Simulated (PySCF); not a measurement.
SiOF, SMILES O=[Si]F, multiplicity 2.

Geometry optimised at PBE0-D3(BJ)/def2-TZVP.

Two levels are set side by side: PBE/def2-TZVPD (PySCF) and B3LYP/def2-TZVPD (PySCF). Same geometry, gas phase. Differences are taken from unrounded values.

```json
[
 {"quantity": "α-spin orbital gap (eV)", "B3LYP": "5.82", "PBE": "4.03", "PBE minus B3LYP": "-1.79"},
 {"quantity": "β-spin orbital gap (eV)", "B3LYP": "4.19", "PBE": "2.46", "PBE minus B3LYP": "-1.73"},
 {"quantity": "dipole moment (D)", "B3LYP": "2.67", "PBE": "2.47", "PBE minus B3LYP": "-0.20"},
 {"quantity": "mean polarisability (bohr³)", "B3LYP": "31.6", "PBE": "32.4", "PBE minus B3LYP": "0.8"}
]
```

Rough cost on one machine, each run with all the roots and properties that it gave: B3LYP against PBE within a factor of 2.
